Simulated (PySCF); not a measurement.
H3B3Cl3N3, charge +1, doublet, geometry from GFN2-xTB (a state made from the parent by changing its charge; the spin is typed, not shown lowest), with bond 11-6 at 2.0 times its length; B3LYP/STO-3G (PySCF).

Input for PySCF:
```python
from pyscf import gto, scf, dft

mol = gto.M(
    atom='''
Cl   -1.651324   -2.578647   -0.803901
B    -0.749138   -1.169826   -0.364697
N    -1.398382    0.072670   -0.129615
B    -0.679033    1.244044    0.232320
Cl   -1.496793    2.742245    0.512104
N     0.733512    1.145425    0.357090
B     1.428171   -0.074218    0.132377
Cl    3.148117   -0.163598    0.291798
N     0.664870   -1.218095   -0.227475
H    -2.404911    0.124976   -0.222910
H     1.789449    2.794338    0.871144
H     1.143431   -2.094858   -0.391207
''',
    basis='sto-3g',
    charge=1,
    spin=1,
    verbose=4,
)

mf = dft.UKS(mol)
mf.xc = 'b3lyp'
mf.init_guess = 'vsap'
mf.kernel()
```

**Question.** What does PySCF print? Leave out banner, timings and long lists.

**Answer.** 
```
PySCF version 2.14.0

[INPUT] verbose = 4
[INPUT] num. atoms = 12
[INPUT] num. electrons = 89
[INPUT] charge = 1
[INPUT] spin (= nelec alpha-beta = 2S) = 1
[INPUT] symmetry False subgroup None
[INPUT] Mole.unit = angstrom
[INPUT] Symbol           X                Y                Z      unit          X                Y                Z       unit  Magmom
[INPUT]  1 Cl    -1.651324000000  -2.578647000000  -0.803901000000 AA   -3.120550102921  -4.872936601931  -1.519152721264 Bohr   0.0
[INPUT]  2 B     -0.749138000000  -1.169826000000  -0.364697000000 AA   -1.415665649504  -2.210650753395  -0.689177448451 Bohr   0.0
[INPUT]  3 N     -1.398382000000   0.072670000000  -0.129615000000 AA   -2.642558997522   0.137326397472  -0.244936851636 Bohr   0.0
[INPUT]  4 B     -0.679033000000   1.244044000000   0.232320000000 AA   -1.283186399542   2.350902446908   0.439021173259 Bohr   0.0
[INPUT]  5 Cl    -1.496793000000   2.742245000000   0.512104000000 AA   -2.828528835166   5.182092016458   0.967736307294 Bohr   0.0
[INPUT]  6 N      0.733512000000   1.145425000000   0.357090000000 AA    1.386136789082   2.164539546230   0.674802301821 Bohr   0.0
[INPUT]  7 B      1.428171000000  -0.074218000000   0.132377000000 AA    2.698852049046  -0.140251693513   0.250156275192 Bohr   0.0
[INPUT]  8 Cl     3.148117000000  -0.163598000000   0.291798000000 AA    5.949078938087  -0.309155414527   0.551418303696 Bohr   0.0
[INPUT]  9 N      0.664870000000  -1.218095000000  -0.227475000000 AA    1.256422208440  -2.301865943702  -0.429865450185 Bohr   0.0
[INPUT] 10 H     -2.404911000000   0.124976000000  -0.222910000000 AA   -4.544623143954   0.236170412144  -0.421238850427 Bohr   0.0
[INPUT] 11 H      1.789449000000   2.794338000000   0.871144000000 AA    3.381568523877   5.280533519465   1.646223575058 Bohr   0.0
[INPUT] 12 H      1.143431000000  -2.094858000000  -0.391207000000 AA    2.160771432338  -3.958707889854  -0.739274088013 Bohr   0.0

nuclear repulsion = 599.243428456901
number of shells = 36
number of NR pGTOs = 180
number of NR cGTOs = 60
basis = sto-3g
ecp = {}

******** <class 'pyscf.dft.uks.UKS'> ********
method = UKS
initial guess = vsap
damping factor = 0
level_shift factor = 0
DIIS = <class 'pyscf.scf.diis.CDIIS'>
diis_start_cycle = 1
diis_space = 8
diis_damp = 0
SCF conv_tol = 1e-09
SCF conv_tol_grad = None
SCF max_cycles = 50
direct_scf = True
direct_scf_tol = 1e-13
number electrons alpha = 45  beta = 44
XC library pyscf.dft.libxc version 7.1.2
    S. Lehtola, C. Steigemann, M. J. T. Oliveira, and M. A. L. Marques,  SoftwareX 7, 1–5 (2018)
XC functionals = b3lyp
    P. J. Stephens, F. J. Devlin, C. F. Chabalowski, and M. J. Frisch,  J. Phys. Chem. 98, 11623 (1994)
radial grids:
    Treutler-Ahlrichs [JCP 102, 346 (1995); DOI:10.1063/1.469408] (M4) radial grids

becke partition: Becke, JCP 88, 2547 (1988); DOI:10.1063/1.454033
pruning grids: <function nwchem_prune>
grids dens level: 3
symmetrized grids: False
atomic radii adjust function: <function treutler_atomic_radii_adjust>
small_rho_cutoff = 0
Set gradient conv threshold to 3.16228e-05
tot grids = 169912

init E= -1593.84244572002

cycle= 1 E= -1596.50866484201  delta_E= -2.67  |g|= 2.45  |ddm|=  7.7
cycle= 2 E= -1564.00884653677  delta_E= 32.5  |g|=  5.4  |ddm|= 13.8
cycle= 3 E= -1602.04099349603  delta_E=  -38  |g|= 1.02  |ddm|= 12.3
cycle= 4 E= -1602.08928005699  delta_E= -0.0483  |g|= 1.15  |ddm|=  2.9
cycle= 5 E= -1602.8349011003  delta_E= -0.746  |g|= 0.443  |ddm|= 2.07
cycle= 6 E= -1602.92252586546  delta_E= -0.0876  |g|= 0.366  |ddm|= 1.67
cycle= 7 E= -1602.98863852374  delta_E= -0.0661  |g|= 0.178  |ddm|= 0.318
cycle= 8 E= -1603.00614529963  delta_E= -0.0175  |g|= 0.0636  |ddm|= 0.354
cycle= 9 E= -1603.01149340317  delta_E= -0.00535  |g|= 0.0341  |ddm|= 0.224
cycle= 10 E= -1603.01368447237  delta_E= -0.00219  |g|= 0.0247  |ddm|= 0.101
cycle= 11 E= -1603.01351548892  delta_E= 0.000169  |g|= 0.0232  |ddm|= 0.0172
cycle= 12 E= -1603.01243383507  delta_E= 0.00108  |g|= 0.0213  |ddm|= 0.0597
cycle= 13 E= -1603.00633551637  delta_E= 0.0061  |g|= 0.0591  |ddm|= 0.458
cycle= 14 E= -1603.00933308042  delta_E= -0.003  |g|= 0.0109  |ddm|= 0.0948
cycle= 15 E= -1603.00933363874  delta_E= -5.58e-07  |g|= 0.00501  |ddm|= 0.063
cycle= 16 E= -1603.00934225362  delta_E= -8.61e-06  |g|= 0.00465  |ddm|= 0.0167
cycle= 17 E= -1603.00936052821  delta_E= -1.83e-05  |g|= 0.000635  |ddm|= 0.0156
cycle= 18 E= -1603.00935982707  delta_E= 7.01e-07  |g|= 0.00111  |ddm|= 0.00566
cycle= 19 E= -1603.00936081781  delta_E= -9.91e-07  |g|= 0.000107  |ddm|= 0.0044
cycle= 20 E= -1603.00936082575  delta_E= -7.94e-09  |g|= 3.61e-05  |ddm|= 0.000177
cycle= 21 E= -1603.00936082662  delta_E= -8.7e-10  |g|= 1.05e-05  |ddm|= 0.00012
Extra cycle  E= -1603.00936082626  delta_E= 3.57e-10  |g|= 2.25e-05  |ddm|= 9.13e-05
converged SCF energy = -1603.00936082626  <S^2> = 0.77644928  2S+1 = 2.0262767
```
